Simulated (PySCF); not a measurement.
Isomers of C5H4O. Isolated molecules, 0 K electronic values unless said otherwise. One relaxed conformer stands for each flexible species; it need not be the lowest. Strings in code marks are SMILES.

All values below come from PySCF with ωB97X-D3(BJ)/def2-TZVP // PBE0-D3(BJ)/def2-TZVP. All candidates: neutral, multiplicity 1. Excitations are Tamm–Dancoff values on a coarser integration grid. The basis has no diffuse functions, so Rydberg states are missing or too high.

The brightest of the four lowest singlets (TDA) is 6.05 eV and the S1 excitation (TDA) comes out as 5.96 eV. The dipole moment is 1.61 D.

Name which member has these values.
(A) `C#C/C=C1\CO1`
(B) `c1occ2c1C2`
(C) `O=C=C1C=CC1`
(D) `C#C/C=C1/CO1`

A, `C#C/C=C1\CO1`. The others give `O=C=C1C=CC1`: 5.86 eV, 3.09 eV, 1.83 D; `c1occ2c1C2`: 6.78 eV, 6.48 eV, 1.13 D; `C#C/C=C1/CO1`: 6.03 eV, 5.99 eV, 2.40 D
